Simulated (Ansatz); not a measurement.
Si9⁺. Charge 1, multiplicity 2. Geometry PBE-D4/def2-SVP.

```csv
atom,x (Å),y (Å),z (Å)
Si1,0.899,2.471,1.212
Si2,-0.006,-2.345,0.081
Si3,0.432,-0.692,-1.554
Si4,-0.599,1.370,-0.155
Si5,-1.826,-0.749,-0.064
Si6,1.699,0.490,0.058
Si7,-2.080,-2.750,1.098
Si8,3.106,1.651,1.422
Si9,-1.624,0.555,-2.098
```

Another isomer (quartet) lies 1.23 eV lower at PBE0-D4/def2-TZVP; other spin states weren't run for this one.

Problem. Estimate the α-spin orbital energies around the gap (eV) in Ansatz with PBE-D4/def2-TZVP, r2SCAN-D4/def2-TZVP, PBE0-D4/def2-TZVP.

Solution. 
```
orbital  PBE-D4/def2-TZVP  r2SCAN-D4/def2-TZVP  PBE0-D4/def2-TZVP
 HOMO−9            -12.23               -12.48             -13.33
 HOMO−8            -11.49               -11.82             -12.53
 HOMO−7            -11.11               -11.37             -12.02
 HOMO−6            -10.74               -11.00             -11.64
 HOMO−5            -10.53               -10.77             -11.38
 HOMO−4             -9.94               -10.14             -10.75
 HOMO−3             -9.91               -10.12             -10.74
 HOMO−2             -9.69                -9.91             -10.51
 HOMO−1             -9.48                -9.66             -10.14
   HOMO             -9.00                -9.25              -9.77
   LUMO             -8.22                -8.27              -7.73
 LUMO+1             -7.39                -7.37              -6.80
 LUMO+2             -6.99                -6.97              -6.34
 LUMO+3             -6.82                -6.76              -6.16
 LUMO+4             -6.59                -6.50              -5.88
 LUMO+5             -6.06                -5.94              -5.36
 β HOMO             -9.41                -9.60             -10.07
 β LUMO             -8.52                -8.46              -7.94
```
